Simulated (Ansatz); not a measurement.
Start from `BCC(=N)N` and change one atom or group to get `BCC=N`.

Ansatz, PBE0-D4/def2-TZVP geometries, multiplicity 1. Each molecule was computed in one conformer, which needn't be the lowest.

```tsv
property	`BCC(=N)N`
LUMO energy (B3LYP/def2-TZVPP) / eV	-1.81
size of the dipole moment (ωB97M-V/def2-TZVPP) / D	2.90
HOMO–LUMO gap (PBE/def2-TZVPP) / eV	3.14
size of the dipole moment (B3LYP/def2-TZVPP) / D	2.90
HOMO energy (ωB97M-V/def2-TZVPP) / eV	-9.32
HOMO energy (PBE/def2-TZVPP) / eV	-5.72
```

**Question.** Give the same properties after the change, and the shifts. (An estimate is asked.)

**Answer.** Ansatz gave: 
```json
{"property": "LUMO energy (B3LYP/def2-TZVPP) / eV", "`BCC=N`": "-1.88", "shift": "-0.07"}
{"property": "size of the dipole moment (ωB97M-V/def2-TZVPP) / D", "`BCC=N`": "2.44", "shift": "-0.46"}
{"property": "HOMO–LUMO gap (PBE/def2-TZVPP) / eV", "`BCC=N`": "3.41", "shift": "0.27"}
{"property": "size of the dipole moment (B3LYP/def2-TZVPP) / D", "`BCC=N`": "2.42", "shift": "-0.48"}
{"property": "HOMO energy (ωB97M-V/def2-TZVPP) / eV", "`BCC=N`": "-9.95", "shift": "-0.63"}
{"property": "HOMO energy (PBE/def2-TZVPP) / eV", "`BCC=N`": "-6.08", "shift": "-0.36"}
```

With PBE0 the HOMO falls by 0.54 eV and the LUMO falls by 0.08 eV, so the gap widens by about 0.46 eV. PBE moves the HOMO by -0.36 eV and ωB97M-V by -0.63 eV. Dipoles are sizes alone; their direction can turn.

B3LYP here is the variant with VWN-RPA as its local correlation; programs differ in this.
